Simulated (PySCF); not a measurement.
# Ionisation energy of Sr by level of theory

Sr [Kr] 5s2 (1S) → Sr⁺ [Kr] 5s1 (2S), as a difference of total energies. All numbers are calculated (PySCF 2.14, scalar relativity by spin-free X2C-1e, in x2c-SVPall (6s4p5d1f, 50 functions)). Correlated levels: valence: [Kr] frozen. The calculations carry no spin-orbit coupling.

```tsv
method	ionisation energy (eV)	error (eV)
UHF	4.774	-0.921
TPSS	5.669	-0.026
B3LYP	5.854	+0.159
MP2 (valence)	5.203	-0.492
SCS-MP2 (valence)	5.288	-0.407
CCSD (valence)	5.433	-0.262
```

Reference: 5.695 eV (measured; NIST Atomic Spectra Database, ionization energies).

Errors of the correlated levels include the incompleteness of this basis and the frozen core.

With two correlated electrons CCSD is exact in that space.

The coupled-cluster amplitudes are large for Sr (T1 above 0.03 or a double amplitude above 0.15), so a single reference is strained.
